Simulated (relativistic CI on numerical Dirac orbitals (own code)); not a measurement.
How well does a small relativistic CI reproduce Zr³⁺?

Calculated at this level of theory: Dirac-Coulomb-Breit CI, separate exchange-only KLI orbitals for each configuration, model QED, valence Slater integrals scaled by 0.85, P86 correlation energy added to each configuration (own radial code, finite nucleus).

Configurations in the expansion (outside the closed core [Ar] 3d10 4s2): 4p6 4d, 4p6 5s, 4p6 5p, 4p6 4f, 4p6 6s, 4p6 5d, 4p5 4d2, 4p6 6p, 4p6 6d, 4p6 7s, 4p6 5f, 4p6 5g, 4p6 7p, 4p6 7d, 4p5 4d 4f. Double excitations out of closed p, d and f shells are left out; levels of such configurations are missing from the list, as are those of other unlisted configurations, and high levels can miss mixing partners.

| Configuration | Term (tabulated) | J | Measured (cm⁻¹) | Computed | Error | Purity (%) |
| --- | --- | --- | --- | --- | --- | --- |
| 4p6 4d | 2D | 3/2 | 0.0 | 0 | 0 | 100 |
| 4p6 4d | 2D | 5/2 | 1250.7 | 1108 | -142 | 100 |
| 4p6 5s | 2S | 1/2 | 38258.3 | 42955 | 4697 | 100 |
| 4p6 5p | 2P° | 1/2 | 81976.5 | 85403 | 3426 | 100 |
| 4p6 5p | 2P° | 3/2 | 84461.4 | 87707 | 3246 | 100 |
| 4p6 5d | 2D | 3/2 | 146652.4 | 148020 | 1368 | 100 |
| 4p6 5d | 2D | 5/2 | 147002.5 | 148362 | 1360 | 100 |
| 4p6 6s | 2S | 1/2 | 152513.0 | 154128 | 1615 | 100 |
| 4p6 4f | 2F° | 5/2 | 159066.8 | 164710 | 5643 | 98 |
| 4p6 4f | 2F° | 7/2 | 159086.9 | 164735 | 5648 | 98 |
| 4p6 6p | 2P° | 1/2 | 169809.7 | 171505 | 1696 | 100 |
| 4p6 6p | 2P° | 3/2 | 170815.1 | 172436 | 1621 | 100 |
| 4p6 6d | 2D | 3/2 | 197765.1 | 199275 | 1510 | 100 |
| 4p6 6d | 2D | 5/2 | 197930.4 | 199433 | 1503 | 100 |
| 4p6 7s | 2S | 1/2 | 200123.7 | 201155 | 1032 | 100 |
| 4p6 5f | 2F° | 5/2 | 201114.1 | 205199 | 4085 | 97 |
| 4p6 5f | 2F° | 7/2 | 201162.6 | 205256 | 4094 | 97 |
| 4p6 5g | 2G | 7/2 | 206864.4 | 209486 | 2622 | 100 |
| 4p6 5g | 2G | 9/2 | 206864.7 | 209486 | 2622 | 100 |
| 4p6 7p | 2P° | 1/2 | 208783.4 | 209951 | 1168 | 100 |
| 4p6 7p | 2P° | 3/2 | 209297.7 | 210430 | 1133 | 100 |

Measured levels from measured levels as listed in Rauch et al., Astron. Astrophys. 599, A142 (2017); pairs were made by configuration, J and term (by order where the table uses no LS term), so strongly mixed levels may be paired wrongly.

Mean error by configuration (cm⁻¹): 4p6 4d -142; 4p6 5s 4697; 4p6 5p 3336; 4p6 5d 1364; 4p6 6s 1615; 4p6 4f 5645; 4p6 6p 1658; 4p6 6d 1506; 4p6 7s 1032; 4p6 5f 4089; 4p6 5g 2622; 4p6 7p 1150. Over the excited levels the mean absolute error is 2511 cm⁻¹ (20 of the 31 excited levels that our extract of the source holds in range could be paired, and the others can miss by more), and the median relative error of those above 1,000 cm⁻¹ is 1.2 %.
